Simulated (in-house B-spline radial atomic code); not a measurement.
A run on Cd that did not converge. Method: scalar-relativistic (X2C) BLYP, spin-polarised, spherical fractional occupations, Fermi nucleus of rms radius 4.6087 fm; computed with a B-spline radial code for spherical atoms.

Command:
```bash
python run_scf.py task.json out
```
Settings (nuclear radius in fm, mass in u):
```
Z                48
configuration    [Ar] 3d10 4s2 4p5.625 4d10 4f0.375 5s2
hamiltonian      x2c
method           b88,lyp
spin_polarised   True
nucleus          fermi
rms_radius       4.6087
atomic_mass      113.90336
speed_of_light   137.035999084
```

First and last ten iterations of the last attempt (damped for 15 steps, keeping 80 % of the old Fock matrix, then DIIS):
```
 iter        energy (Eh)    residual
    1       -5591.884345    4.46e-01
    2       -5591.297656    2.23e-01
    3       -5592.596391    1.26e-01
    4       -5593.077058    7.33e-02
    5       -5593.233094    4.26e-02
    6       -5593.278726    2.52e-02
    7       -5593.291258    1.53e-02
    8       -5593.294646    9.55e-03
    9       -5593.295598    6.14e-03
   10       -5593.295897    4.13e-03
  111       -5593.296372    4.32e-05
  112       -5593.296372    4.24e-05
  113       -5593.296372    4.29e-05
  114       -5593.296370    4.57e-05
  115       -5593.296372    4.08e-05
  116       -5593.296373    3.76e-05
  117       -5593.296372    3.99e-05
  118       -5593.296373    3.80e-05
  119       -5593.296380    2.97e-05
  120       -5593.296376    2.24e-05
 not converged after 120 iterations
```

The smallest residual met was 1.4e-05; the threshold is about 5e-07. Over the last five steps the energy moves by less than 2e-05 hartree, but the orbitals didn't meet the threshold. Cost of the run: 2.4 s on 1 thread of Arm Neoverse V2, on a shared host.
